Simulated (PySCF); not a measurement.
**Spin states of InB**

Unrestricted PBE0; In def2-SVPD with ECP28, B def2-SVPD; scalar-relativistic core potentials (PySCF 2.14). Outer shells of the fragments: In 4d10 5s2 5p1; B 2s2 2p1.

Followed along the bond (rough minima from three points):

| 2Ms+1 | unpaired | ⟨S²⟩ at the start | R at minimum (Å) | Te (eV) |
| --- | --- | --- | --- | --- |
| 3 | σ ↑, π ↑ | 2.01 | 2.43 | 0.00 |
| 3 | π ↑↑ | 2.05 | 2.23 | 0.09 |
| 1 | σ ↓, π ↑ | 1.02 | 2.44 | 0.18 |
| 1 | π ↑↓ | 1.01 | 2.24 | 0.31 |
| 1 | none | 0.00 | 2.26 | 1.03 |

Solutions found at the starting distance of 2.205 Å, counted from the lowest of them; the search is not exhaustive and high or unbound solutions are not listed, so other states can lie among these:

```csv
2Ms+1,unpaired,term,E (eV),⟨S²⟩,⟨Lz²⟩,μ (D)
3,π ↑↑,³Σ⁻,0.00,2.05,0.00,-2.37
3,"σ ↑, π ↑",³Π,0.10,2.01,1.00,-1.29
1,π ↑↓,mixed,0.23,1.01,2.01,-2.38
1,"σ ↓, π ↑",mixed,0.27,1.02,1.00,-1.44
1,none,mixed,0.96,0.00,2.00,-2.13
3,"σ ↑↑, π ↑↓",mixed,2.31,3.01,2.01,-2.58
```

A term symbol is given only where ⟨S²⟩ and ⟨Lz²⟩ are close to those of a pure state; real π, δ and φ orbitals otherwise mix terms. A positive dipole means In(−)B(+).

**Question.** Compare the gap between the two lowest followed solutions at the starting distance with the gap between their minima.

**Answer.** At PBE0 the second solution (triplet, unpaired electrons π ↑↑) lies -0.10 eV from the first (triplet, unpaired electrons σ ↑, π ↑) at 2.205 Å and +0.09 eV at the minima; the two curves relax by different amounts, since their minima lie near 2.23 and 2.43 Å.

Spin–orbit coupling is left out. Counting both spins, an empty level lies below a filled one in some of these solutions, because spin and occupation are held.
